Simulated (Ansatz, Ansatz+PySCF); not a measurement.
```xyz
2

Co    0.0000    0.0000    0.0000
H     0.0000    0.0000    1.5922
```

Basis set: def2-SVP (spherical functions). Left uncorrelated: 5 orbitals. Correlation on ROHF uses semicanonical orbitals with singles. Charge 0, multiplicity 3.

Computed with Ansatz (development build ahead of 0.2.0); each method stands on the lowest determinant of its kind that the runs found. Restricted functionals stand beside restricted open-shell atoms, which can lie above the unrestricted atoms usual in DFT and then raise those values.

The atomization energy at this shape (free ground-state atoms in the same class of orbitals less the molecule, no zero-point energy) of triplet CoH:

```
                        method  atomization energy
          ωB97X (unrestricted)      52.05 kcal/mol
 ωB97X (restricted open-shell)      50.23 kcal/mol
         r²SCAN (unrestricted)      59.79 kcal/mol
r²SCAN (restricted open-shell)      58.36 kcal/mol
           PBE0 (unrestricted)      49.42 kcal/mol
  PBE0 (restricted open-shell)      47.24 kcal/mol
            PBE (unrestricted)      60.99 kcal/mol
   PBE (restricted open-shell)      60.01 kcal/mol
                      ROHF-MP2      36.13 kcal/mol
                       UHF-MP2      26.66 kcal/mol
                          ROHF     -18.48 kcal/mol
```

Q: What does UHF give?

A: 18.95 kcal/mol. Caution: another spin multiplicity may lie lower. Caution for ωB97X (unrestricted), PBE0 (unrestricted): the unrestricted determinant is spin contaminated. Caution for ROHF-MP2, ROHF: an unrestricted determinant lies well below. Caution for UHF-MP2, UHF: the unrestricted determinant is a mixture of spin states.
